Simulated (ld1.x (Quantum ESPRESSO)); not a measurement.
# manganese: variants of one TM semilocal potential

Base potential:

- Element: manganese
- Generator: ld1.x (Quantum ESPRESSO) 7.5
- Type: norm-conserving Troullier–Martins (semilocal form)
- Functional: LDA (PZ)
- Relativity: scalar-relativistic
- Frozen core: [Ne]
- Valence charge: 15
- Reference configuration: 3s2 3p6 3d5 4s2 4p0
- Partial waves: 3p (bound): rc 1.00 bohr; 3d (bound): rc 1.05 bohr; 3s (bound): rc 1.05 bohr
- Local potential: the s channel
- Core correction: none

Occupied shells without a wave of their own: 4s. They enter only through the test configuration that unscreens the potential.

Cutoffs, loose and tight: the cutoffs (Ry, on a coarse ladder) from which the occupation-weighted sum of valence levels, in a spherical-Bessel basis at the reference potential, stays within 10 and 1 mRy of its value at 400 Ry. They do not see the model core or the augmentation charge, which bear on the density cutoff. Test errors are all-electron minus pseudo excitation energies from the reference, over the configurations 3s2 3p6 3d5 4s1 4p0; 3s2 3p6 3d5 4s0 4p0; 3s2 3p6 3d4 4s0 4p0; 3s2 3p6 3d4 4s2 4p1; 3s2 3p6 3d6 4s1 4p0; 3s2 3p6 3d5 4s0 4p1; 3s2 3p6 3d5 4s1.5 4p0 (two spin-polarised tests are not counted in the largest error). A dash means not determined; rows that change the core or the reference have their own tests.

A semilocal file is local in each channel, so a ghost entry of none says nothing of the separable form that plane-wave codes build from it.

```tsv
change	outcome	cutoff, loose	cutoff, tight	bound ghosts	largest test error (meV)
base	generated, misses its reference levels by 0.18 eV	180 Ry	260 Ry	none	-930
wave 3s (bound): rc 1.05 bohr becomes 3s (bound): rc 0.70 bohr	generated	200 Ry	over 300 Ry	none	-249
wave 3s (bound): rc 1.05 bohr becomes 3s (bound): rc 0.76 bohr	generated	200 Ry	over 300 Ry	none	-213
wave 3s (bound): rc 1.05 bohr becomes 3s (bound): rc 0.86 bohr	generated	180 Ry	300 Ry	none	-282
wave 3s (bound): rc 1.05 bohr becomes 3s (bound): rc 1.00 bohr	generated	180 Ry	260 Ry	none	-672
wave 3s (bound): rc 1.05 bohr becomes 3s (bound): rc 1.06 bohr	generated, misses its reference levels by 0.18 eV	180 Ry	260 Ry	none	-930
wave 3s (bound): rc 1.05 bohr becomes 3s (bound): rc 1.20 bohr	generated, misses its reference levels by 0.38 eV	180 Ry	200 Ry	none	-2003
wave 3s (bound): rc 1.05 bohr becomes 3s (bound): rc 1.38 bohr	generated, misses its reference levels by 0.85 eV	180 Ry	200 Ry	none	-4334
wave 3s (bound): rc 1.05 bohr becomes 3s (bound): rc 1.48 bohr	generated, misses its reference levels by 1.06 eV	180 Ry	200 Ry	none	-5349
wave 3s (bound): rc 1.05 bohr becomes 3s (bound): rc 1.58 bohr	generated, misses its reference levels by 1.40 eV	180 Ry	200 Ry	none	-6965
```

Problem. What comes out with this change to the base: wave 3s (bound): rc 1.05 bohr becomes 3s (bound): rc 1.28 bohr?

Solution. outcome: generated, misses its reference levels by 0.58 eV; cutoff, loose: 180 Ry; cutoff, tight: 200 Ry; bound ghosts: none; largest test error (meV): -3020.

Reading the sweep of the s radius (base included, trends over the rows without a ghost): The loose cutoff stays near 180 Ry. The median size of the test errors (rows with all tests solved) rises from 61.9 meV at 0.7 to 1836.7 meV at 1.58 bohr, with one reversal. More of the atom is replaced by a form fitted at one configuration, so other configurations suffer as the radius grows.
